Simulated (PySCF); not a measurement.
Job file and geometry (Å, from GFN2-xTB) of an NMR shielding run on SMILES [H]/N=C/[SiH2]B(C)C, C₃H₁₀BNSi, GIAO PBE0/pcSseg-1 NMR shielding, non-relativistic, gas phase in PySCF; density fitting, a coarse starting grid and PySCF grid level 2 are the driver's defaults:

```
$ OMP_NUM_THREADS=1 python probes_run.py task.json out

{"job": {"kind": "nmr", "xc": "PBE0", "basis": "pcSseg-1"}, "charge": 0, "multiplicity": 1}
C     -0.814867     1.518358     0.388873
B     -0.877022     0.026368    -0.093134
C     -2.139172    -0.869329     0.207447
Si     0.689105    -0.726577    -1.010698
C      2.306914    -0.290765    -0.090900
N      2.281837     0.510273     0.878695
H     -0.599222     2.201291    -0.433171
H     -1.701414     1.884926     0.903004
H      0.038933     1.618865     1.062637
H     -2.962448    -0.350843     0.695231
H     -1.858609    -1.709111     0.844886
H     -2.527551    -1.322723    -0.705156
H      0.958497    -0.242372    -2.382988
H      0.777905    -2.198205    -1.148025
H      3.238892    -0.755194    -0.449404
H      3.180624     0.713985     1.321293
```

Task: What does the program print?

Result: 
```
coarse grid: 13232 points
cycle   1  E = -488.8918249550  dE =  3.345e-01  |g| = 5.031e-01  |ddm| = 3.422e+00
cycle   2  E = -488.8538381380  dE =  3.799e-02  |g| = 6.473e-01  |ddm| = 1.011e+00
cycle   3  E = -488.9532354140  dE = -9.940e-02  |g| = 1.318e-01  |ddm| = 6.327e-01
cycle   4  E = -488.9570223003  dE = -3.787e-03  |g| = 3.342e-02  |ddm| = 1.027e-01
cycle   5  E = -488.9572726144  dE = -2.503e-04  |g| = 4.290e-03  |ddm| = 2.832e-02
cycle   6  E = -488.9572786007  dE = -5.986e-06  |g| = 1.204e-03  |ddm| = 8.772e-03
final grid: 121472 points
cycle   7  E = -488.9876771922  dE = -2.596e-05  |g| = 8.447e-03  |ddm| = 2.299e-02
cycle   8  E = -488.9876690399  dE =  8.152e-06  |g| = 1.032e-02  |ddm| = 1.722e-02
cycle   9  E = -488.9876950552  dE = -2.602e-05  |g| = 1.657e-03  |ddm| = 9.802e-03
cycle  10  E = -488.9876956773  dE = -6.221e-07  |g| = 2.317e-04  |ddm| = 1.191e-03
cycle  11  E = -488.9876956884  dE = -1.108e-08  |g| = 4.264e-05  |ddm| = 2.433e-04
cycle  12  E = -488.9876956889  dE = -4.651e-10  |g| = 1.573e-05  |ddm| = 7.494e-05
converged SCF energy = -488.9876956889

GIAO shielding tensors (ppm)
atom      isotropic    diamagn.    paramagn.     s11        s22        s33       span
  0 C      158.619     253.740     -95.121    126.173    174.419    175.265     49.091
  1 B       -5.713     194.241    -199.954    -80.660    -66.856    130.376    211.035
  2 C      161.231     252.212     -90.981    133.222    171.042    179.429     46.207
  3 Si     434.180     881.943    -447.762    377.897    445.397    479.247    101.349
  4 C       -7.216     255.047    -262.263    -98.129    -54.645    131.127    229.256
  5 N     -155.929     322.931    -478.861   -545.614   -160.906    238.732    784.346
  6 H       30.255      31.110      -0.856     26.508     29.632     34.623      8.114
  7 H       29.989      31.277      -1.288     26.870     29.138     33.959      7.090
  8 H       28.942      31.191      -2.249     23.664     28.141     35.022     11.358
  9 H       30.003      30.674      -0.671     26.696     29.176     34.136      7.439
 10 H       30.312      30.609      -0.297     26.730     29.362     34.844      8.114
 11 H       30.222      29.770       0.453     26.378     29.435     34.853      8.475
 12 H       27.405      29.125      -1.720     24.975     25.887     31.353      6.377
 13 H       27.588      29.536      -1.948     24.617     26.529     31.618      7.001
 14 H       22.036      28.162      -6.125     21.108     21.640     23.361      2.253
 15 H       19.119      28.569      -9.450      9.244     23.558     24.554     15.309
```

Size and cost of the density-fitted run: 159 basis functions, 36 s wall time on 1 thread of an Arm Neoverse N1, shared host; peak memory 0.73 GiB.
